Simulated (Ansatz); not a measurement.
Abridged output of a molecular run in Ansatz:

```
Functional definition: HF
1408 factors; integrals over basis functions are off by at most 8.5e-4 eV
mean field evaluation 1: about -51992.8789 eV, gradient 3.4e1 eV
mean field evaluation 2: about -51993.1566 eV, gradient 3.4e1 eV
mean field evaluation 4: about -51996.3371 eV, gradient 4.9e0 eV
mean field evaluation 8: about -51996.4137 eV, gradient 7.1e-1 eV
mean field evaluation 32: about -51991.1978 eV, gradient 7.6e0 eV
mean field -51996.41489869 eV, -1910.8330030908 hartree, gradient 2.3e-6 eV, S^2 0.000000; 2 other end points of the search recorded, 0 dependent functions left out; unrestricted orbitals would lower it
12 core orbitals not correlated: weight in the atoms' cores, before any rotation towards them, 1.000 or more for the frozen orbitals, at most 0.000 for the correlated occupied ones
reference -51996.41489869 eV, -1910.8330030908 hartree; 15, 15 occupied and 200, 200 virtual orbitals, 1408 factors
second order -29.58124457 eV of doubles, -0.00000000 eV of singles
cycle   1  -27.61479461 eV  change     2.0e0 eV  update   1.4e-1
cycle   2  -28.50395844 eV  change   -8.9e-1 eV  update   5.5e-2
cycle   3  -28.68709562 eV  change   -1.8e-1 eV  update   2.1e-2
cycle   4  -28.66666434 eV  change    2.0e-2 eV  update   7.0e-3
cycle   5  -28.65940292 eV  change    7.3e-3 eV  update   2.9e-3
cycle   6  -28.66196463 eV  change   -2.6e-3 eV  update   1.4e-3
cycle   7  -28.66231178 eV  change   -3.5e-4 eV  update   7.1e-4
cycle   8  -28.66154168 eV  change    7.7e-4 eV  update   2.8e-4
cycle   9  -28.66167901 eV  change   -1.4e-4 eV  update   8.8e-5
cycle  10  -28.66178009 eV  change   -1.0e-4 eV  update   3.5e-5
cycle  11  -28.66169102 eV  change    8.9e-5 eV  update   1.2e-5
cycle  12  -28.66171036 eV  change   -1.9e-5 eV  update   5.4e-6
perturbative correction -1.27244035 eV, -0.0467613204 hartree
Total energy: -52026.34904940 eV, -1911.9330628394 hartree
```

Its atoms:

Z-matrix (Å, degrees):
```
C
Zn 1 2.314
N 1 1.379 2 80.8
H 1 1.083 2 129.9 3 115.0
H 1 1.086 2 96.8 3 -114.5
C 2 2.314 1 62.6 3 20.7
H 3 1.010 1 113.7 2 103.4
H 6 1.083 2 129.9 1 -135.7
H 6 1.086 2 96.8 1 93.9
```

Question: Which basis set was used?
A. def2-TZVPP
B. def2-QZVPP
C. def2-SVP
D. def2-TZVPPD

Answer: A. It gives 227 functions.

Question: Write the keys of the input that set method, charge and spin (a neutral closed shell needs none for the last two).

Answer: 
```yaml
correlation: {method: ccsd_t, frozen_orbitals: {C: 1, H: 0, "N": 1, Zn: 9}}
```
